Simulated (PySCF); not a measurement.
Mapped SMILES: `[CH2:1]=[CH:2][CH2:3][CH:4]1[CH2:5][O:6][BH:7][O:8][CH2:9]1`. Each H is labelled by its parent atom. Ha(C1) is cis to C3; Ha(C5), Ha(C9) are cis to C3 on the ring; Hb(C1) is trans to C3; Hb(C5), Hb(C9) are trans to C3 on the ring.

Geometry: PBE0-D3(BJ)/def2-SVP; GIAO shifts from PySCF 2.14.0 with density-fitted response routines, gas phase, non-relativistic, averaged over equivalent atoms.

At wB97X-D/pcSseg-1 (208 basis functions, 2.1 min wall time on 1 thread of an Intel Xeon, shared host):
```tsv
atoms	δ (ppm)
C2	144.0
C1	126.6
C5/C9	67.0
C4	39.3
C3	36.3
O6/O8	118.3
B7	23.7
H(C2)	5.97
Ha(C1)	5.49
Hb(C1)	5.40
H(B7)	4.01
Hb(C5)/Hb(C9)	3.92
Ha(C5)/Ha(C9)	3.46
H(C3)	1.67
H(C4)	1.56
```

Scale: 13C (σ = 184.54 ppm) and 1H (σ = 31.38 ppm) vs TMS; H2O for 17O (σ = 333.19 ppm); BF3·OEt2 for 11B (σ = 101.61 ppm) (reference shieldings calculated alike).

Task: Estimate the result of repeating the calculation with PBE0/pcSseg-1.

Result: 
```json
{"atoms": "C2", "δ at PBE0/pcSseg-1": "143.6", "change": "-0.4"}
{"atoms": "C1", "δ at PBE0/pcSseg-1": "125.7", "change": "-0.9"}
{"atoms": "C5/C9", "δ at PBE0/pcSseg-1": "67.4", "change": "+0.4"}
{"atoms": "C4", "δ at PBE0/pcSseg-1": "39.7", "change": "+0.4"}
{"atoms": "C3", "δ at PBE0/pcSseg-1": "37.2", "change": "+0.9"}
{"atoms": "O6/O8", "δ at PBE0/pcSseg-1": "128.2", "change": "+9.9"}
{"atoms": "B7", "δ at PBE0/pcSseg-1": "23.6", "change": "-0.1"}
{"atoms": "H(C2)", "δ at PBE0/pcSseg-1": "6.01", "change": "+0.04"}
{"atoms": "Ha(C1)", "δ at PBE0/pcSseg-1": "5.47", "change": "-0.02"}
{"atoms": "Hb(C1)", "δ at PBE0/pcSseg-1": "5.41", "change": "+0.01"}
{"atoms": "H(B7)", "δ at PBE0/pcSseg-1": "4.10", "change": "+0.09"}
{"atoms": "Hb(C5)/Hb(C9)", "δ at PBE0/pcSseg-1": "3.96", "change": "+0.04"}
{"atoms": "Ha(C5)/Ha(C9)", "δ at PBE0/pcSseg-1": "3.50", "change": "+0.04"}
{"atoms": "H(C3)", "δ at PBE0/pcSseg-1": "1.71", "change": "+0.04"}
{"atoms": "H(C4)", "δ at PBE0/pcSseg-1": "1.61", "change": "+0.05"}
```

Chemical shifts δ = σref − σ; TMS for 13C (184.41 ppm) and 1H (31.27 ppm); 17O (334.56 ppm) against H2O; 11B (100.73 ppm) against BF3·OEt2, all at this level.

The largest change is at O6/O8 (oxygen bonded to C, B, in a 6-membered ring). Cost: 208 basis functions, 100 s wall time on 1 thread of an Intel Xeon, shared host. The order of the carbon signals is the same at both levels.

Experimental scales use liquid or dissolved standards, which lie at an offset from isolated H2O (liquid H2O: subtract about 36 ppm).
